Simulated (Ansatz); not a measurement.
A nudged elastic band was laid between two geometries of C3H9BN2 (15 atoms, charge 0, multiplicity 1).

Method: Ansatz, RKS PBE0-D4/def2-SVP.

```
movable images  : 9
climbing image  : yes
spring          : 5.0 eV/Å²
optimiser       : quadratic models (default)
start path      : through a guess of the saddle point
force threshold : 0.05 eV/Å
iteration limit : 52
end points      : relaxed
```

Initial state:

```xyz
15
Properties=species:S:1:pos:R:3
B 0.039 -1.039 -0.638
C 0.348 -0.232 0.858
N 1.747 0.056 0.939
C -0.461 0.595 -0.007
C 0.016 0.559 -1.347
N -1.746 0.872 0.305
H 1.072 -1.584 -0.965
H -1.001 -1.663 -0.701
H -0.171 -0.563 1.776
H 1.968 0.629 1.749
H 2.290 -0.801 0.996
H -0.659 0.876 -2.147
H 1.070 0.802 -1.484
H -2.408 0.984 -0.453
H -2.124 0.459 1.148
```

Final state:

```xyz
15
Properties=species:S:1:pos:R:3
B 0.038 -1.060 -0.595
C 0.280 -0.316 0.958
N 1.670 -0.111 1.234
C -0.449 0.557 0.074
C 0.101 0.555 -1.244
N -1.741 0.866 0.315
H 1.075 -1.634 -0.858
H -1.010 -1.649 -0.760
H -0.307 -0.666 1.823
H 1.946 0.865 1.221
H 2.274 -0.642 0.616
H -0.526 0.919 -2.063
H 1.161 0.796 -1.341
H -2.353 1.027 -0.475
H -2.180 0.444 1.125
```

Task: What changes between the two ends?

Result: No bond is made or broken. The height of N3 over the plane of its neighbours goes from 0.36 to -0.33 Å.

Task: Give the energies along the band, and the barrier.

Result: The run converged. The highest image is number 7 of 0 to 10, 0.143 eV above the first end and 0.061 eV above the last; the last end lies 0.083 eV above the first. A vibrational analysis at the climbing image gives one clearly imaginary mode, 553i cm⁻¹: a first-order saddle point.

```tsv
image	path coordinate (Å)	energy (eV)	height of N3 over the plane of its neighbours (Å)
0	0.00	0.000	0.36
1	0.09	0.002	0.35
2	0.17	0.011	0.32
3	0.26	0.030	0.28
4	0.34	0.063	0.21
5	0.43	0.102	0.14
6	0.51	0.132	0.05
7	0.60	0.143	-0.04
8	0.77	0.112	-0.20
9	0.94	0.085	-0.31
10	1.10	0.083	-0.33
```

Task: What is the geometry of the highest image?

Result: 
```xyz
15
Properties=species:S:1:pos:R:3
B 0.036 -1.052 -0.611
C 0.301 -0.285 0.916
N 1.678 -0.055 1.100
C -0.467 0.574 0.036
C 0.058 0.563 -1.286
N -1.756 0.862 0.309
H 1.068 -1.614 -0.914
H -1.010 -1.657 -0.732
H -0.273 -0.628 1.797
H 2.012 0.793 1.529
H 2.352 -0.693 0.710
H -0.582 0.906 -2.104
H 1.119 0.797 -1.388
H -2.393 1.001 -0.466
H -2.165 0.436 1.132
```

Task: What are the harmonic wavenumbers there?

Result: 553i, 235, 246, 284, 362, 409, 440, 532, 555, 586, 651, 730, 755, 807, 835, 940, 951, 999, 1004, 1033, 1079, 1134, 1161, 1266, 1358, 1404, 1507, 1555, 1582, 1645, 2512, 2602, 3034, 3165, 3269, 3599, 3658, 3719, 3792 cm⁻¹.

Run time: 13 min on 2 threads of INTEL(R) XEON(R) PLATINUM 8581C CPU @ 2.30GHz (Emerald Rapids) (shared host), peak memory 0.37 GiB.
